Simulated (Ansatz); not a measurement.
The cluster Sn4Te9⁻. Charge -1, multiplicity 2. Geometry r2SCAN-D4/def2-SVP; atoms count from 1.

```xyz
13

Sn    1.548   -0.561   -1.261
Sn   -0.488    1.525   -2.363
Sn   -2.134   -1.520    0.796
Sn    0.432   -0.311    1.926
Te   -3.552    0.496   -0.556
Te   -2.564   -0.321   -3.034
Te    1.362    0.125   -4.216
Te    3.330    1.598   -0.980
Te    0.426   -2.501    3.858
Te   -1.177   -0.426    4.680
Te   -3.528   -0.697    3.210
Te    3.339    2.006   -3.958
Te    3.008    0.586    1.898
```

In the def2 sets Sn, Te take a core potential; there is no spin–orbit coupling. Single mean-field runs in def2-TZVP are fitted with def2-universal-jkfit. The structure comes from a short search, and lower isomers may exist.

(1) Estimate the Mulliken populations from the PBE0/def2-TZVP orbitals of Ansatz.

(2) Where does the spin sit?

(3) And the Mayer bond orders between heavy atoms (over 0.3)?

Results:

(1) 
```csv
atom,charge (e),spin (α − β)
Sn1,0.15,0.35
Sn2,0.26,0.39
Sn3,0.30,0.01
Sn4,0.32,0.00
Te5,-0.24,0.00
Te6,-0.30,0.05
Te7,-0.18,-0.01
Te8,-0.13,0.17
Te9,-0.25,0.02
Te10,-0.03,0.00
Te11,-0.27,0.00
Te12,-0.26,0.04
Te13,-0.36,-0.01
```
Mulliken values depend strongly on the basis.

(2) Summed by element: Sn 0.75, Te 0.25, of 1 unpaired in all. Largest on single atoms: Sn2 0.39, Sn1 0.35, Te8 0.17.

(3) Sn1–Sn2 0.57 (3.12 Å); Sn1–Te7 0.59 (3.04 Å); Sn1–Te8 1.04 (2.81 Å); Sn2–Te6 0.92 (2.86 Å); Sn2–Te7 0.70 (2.97 Å); Sn3–Sn4 0.51 (3.05 Å); Sn3–Te5 0.98 (2.81 Å); Sn3–Te11 0.85 (2.91 Å); Sn4–Te9 0.77 (2.92 Å); Sn4–Te10 0.37 (3.19 Å); Sn4–Te13 1.16 (2.73 Å); Te5–Te6 1.05 (2.79 Å); Te7–Te12 1.11 (2.74 Å); Te8–Te12 0.67 (3.01 Å); Te8–Te13 0.55 (3.07 Å); Te9–Te10 1.13 (2.75 Å); Te10–Te11 1.05 (2.79 Å).
